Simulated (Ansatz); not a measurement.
`[NH2][AlH2]` + `O[SiH2][AlH2]` → `[AlH2][O][SiH2][AlH2]` + NH₃ at 600 K and 1 bar (ligand exchange at the Al–N bond).

Program: Ansatz. Geometries: PBE0-D4/def2-TZVP. ΔE: electronic, gas phase. CCSD(T)/CBS is the MP2 limit (def2-TZVPP, def2-QZVPP) plus CCSD(T) − MP2 in def2-TZVPP, frozen cores. This one scheme is used for every species. Each species was taken in one conformer, which may not be the lowest.

| species | CCSD(T)/CBS energy (Eh) | H − E (kJ/mol) | S (J/(mol·K)) |
| --- | --- | --- | --- |
| `[NH2][AlH2]` | -299.14566 | 138.4 | 304.9 |
| `O[SiH2][AlH2]` | -609.28590 | 169.2 | 403.0 |
| `[AlH2][O][SiH2][AlH2]` | -851.94680 | 197.4 | 503.7 |
| NH₃ | -56.50880 | 112.4 | 219.5 |

H − E and S are ideal-gas, rigid-rotor, harmonic terms from PBE0-D4/def2-TZVP, for one conformer and one mirror image of each species. 1 Eh = 2625.50 kJ/mol, R = 8.31446 J/(mol·K).

By hand: ΔE, ΔH, ΔS and ΔG.

ΔE = (-851.94680) + (-56.50880) − (-299.14566) − (-609.28590) = -0.02404 Eh = -63.1 kJ/mol. Δ(H − E) = 197.4 + 112.4 − 138.4 − 169.2 = 2.2, so ΔH = -60.9 kJ/mol. ΔS = 503.7 + 219.5 − 304.9 − 403.0 = 15.3 J/(mol·K). ΔG = -60.9 − 600 × (15.3)/1000 = -70.1 kJ/mol.

By hand: the equilibrium constant, and the temperature at which ΔG would vanish if ΔH and ΔS stayed fixed.

log₁₀ K = −ΔG/(RT ln 10) = 6.1. ΔH and −TΔS have one sign here, so there is no such temperature.

ΔH outweighs TΔS. A doubt of 5 kJ/mol in ΔE shifts log₁₀ K by 0.4 here. Other conformers and mirror images would add mixing entropy, several J/(mol·K) or more a flexible species. Modes under 60 cm⁻¹, often nearly free rotors, make the harmonic entropy too high. These are equilibria of isolated gas molecules and say nothing of rates. Largest T1 diagnostic: 0.013 (customary marks: 0.02 for closed shells, 0.045 for open ones).
